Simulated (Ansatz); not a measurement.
`COC[SiH2]O`, relaxed with RKS PBE0-D4/def2-TZVP in Ansatz 0.2.0 from a PBE-D4/def2-SVP geometry. The force threshold is 0.005 eV/Å; the program also tests the step.

Charge 0, multiplicity 1.

Start:

```xyz
13

C     0.672    1.136    1.175
O     1.157    0.074    0.377
C     0.234   -1.019    0.272
Si   -1.054   -0.605   -1.104
O    -0.183    0.441   -2.094
H    -0.274    1.578    0.779
H     0.483    0.806    2.225
H     1.450    1.924    1.187
H     0.832   -1.897   -0.054
H    -0.205   -1.277    1.265
H    -2.299    0.057   -0.571
H    -1.470   -1.851   -1.836
H     0.657    0.634   -1.621
```

(1) By how much does the energy fall, and how many steps does the optimiser take? (An estimate is asked.)

(2) Which bonds change most? (An estimate is asked.)

(3) Give the relaxed structure. (Best estimate.)

## Answers

(1) The calculation gave: 0.09 eV, in 11 steps.

(2) Ansatz gave: Si4–O5 from 1.682 to 1.647 Å; C3–Si4 from 1.930 to 1.898 Å; O5–H13 from 0.983 to 0.962 Å; Si4–H12 from 1.504 to 1.486 Å.

(3) Ansatz gave: 
```xyz
13

C     0.629    1.117    1.240
O     1.172    0.096    0.444
C     0.276   -0.993    0.259
Si   -1.007   -0.580   -1.079
O    -0.204    0.280   -2.231
H    -0.282    1.546    0.802
H     0.385    0.747    2.245
H     1.383    1.900    1.324
H     0.886   -1.832   -0.089
H    -0.173   -1.299    1.214
H    -2.146    0.212   -0.537
H    -1.553   -1.827   -1.673
H     0.634    0.634   -1.918
```
